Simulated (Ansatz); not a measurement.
A run of Ansatz (development build ahead of 0.2.0) on singlet H6 at this shape:

```yaml
atoms:
  - { symbol: H, position_ang: [1.0300, 0.0000, 0.0000] }
  - { symbol: H, position_ang: [0.5150, 0.8660, 0.0000] }
  - { symbol: H, position_ang: [-0.5150, 0.8660, 0.0000] }
  - { symbol: H, position_ang: [-1.0300, 0.0000, 0.0000] }
  - { symbol: H, position_ang: [-0.5150, -0.8660, 0.0000] }
  - { symbol: H, position_ang: [0.5150, -0.8660, 0.0000] }
```

Its results:

| Quantity | Value |
| --- | --- |
| Converged | yes |
| Total energy | -3.23004 hartree |
| Spin squared of the determinant | 0.000 |

(1) Which input gives this output? Name the method, the orbitals and the basis set, and write the input.

## Answers

(1) RHF in 6-31G. An unrestricted run that stays on the closed shell gives the same numbers.

```yaml
crystal:
  periodic: [false, false, false]
  atoms:
    - { symbol: H, position_ang: [1.03, 0.0, 0.0] }
    - { symbol: H, position_ang: [0.515, 0.86603, 0.0] }
    - { symbol: H, position_ang: [-0.515, 0.86603, 0.0] }
    - { symbol: H, position_ang: [-1.03, 0.0, 0.0] }
    - { symbol: H, position_ang: [-0.515, -0.86603, 0.0] }
    - { symbol: H, position_ang: [0.515, -0.86603, 0.0] }
basis:
  gaussian: { orbitals: "6-31G" }
hamiltonian:
  xc: hf
```

Caution: stretched shape with no unrestricted run beside it, a lower state can exist.
